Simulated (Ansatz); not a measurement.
A nudged elastic band was laid between two geometries of CH$_{2}$ISi (5 atoms, charge -1, multiplicity 1).

All numbers below come from Ansatz, RKS revPBE-D4/def2-SVP.

```yaml
movable_images: 4
climbing_image: no
spring: 5.0 eV/Å²
optimiser: quadratic models (default)
start_path: IDPP
force_threshold: 0.03 eV/Å
iteration_limit: 60
end_points: relaxed
```

Initial state:

```xyz
5
Properties=species:S:1:pos:R:3
C -1.372 -0.292 -0.456
Si 0.229 0.135 0.049
I 1.624 -1.721 1.198
H -1.791 0.650 -0.923
H 1.310 1.229 0.132
```

Final state:

```xyz
5
Properties=species:S:1:pos:R:3
C -1.052 0.831 -0.686
Si 0.310 0.150 0.076
I 1.179 -2.215 1.177
H -1.997 0.276 -0.886
H 1.561 0.959 0.318
```

(1) What changes between the two ends?

(2) What energy profile does the band end with?

(3) What is the geometry of the highest image?

## Answers

(1) No bond is made or broken. The dihedral H4–C1–Si2–I3 changes from -180 to 0° by way of a nearly straight angle H4–C1–Si2 (up to 176°), not by a turn about the bond.

(2) It converged. The highest image is number 2 of 0 to 5, 0.156 eV above the first end and 0.581 eV above the last; the last end lies 0.425 eV below the first. No image climbed, so the highest image needn't sit at the top of the path. Limits of this set-up: an anion without diffuse functions, the dipole of an ion depends on the origin.

```tsv
image	path coordinate (Å)	energy (eV)	angle H4–C1–Si2 (°)
0	0.00	0.000	105
1	0.32	0.051	123
2	0.64	0.156	152
3	0.96	-0.018	176
4	1.28	-0.355	143
5	1.59	-0.425	124
```

(3) 
```xyz
5
Properties=species:S:1:pos:R:3
C -1.211 0.163 -0.537
Si 0.321 0.183 0.070
I 1.390 -2.007 1.195
H -2.062 0.643 -1.030
H 1.563 1.018 0.301
```

Run time: 50 s on 1 thread of Arm Neoverse V1, on a shared host, peak memory 0.24 GiB.
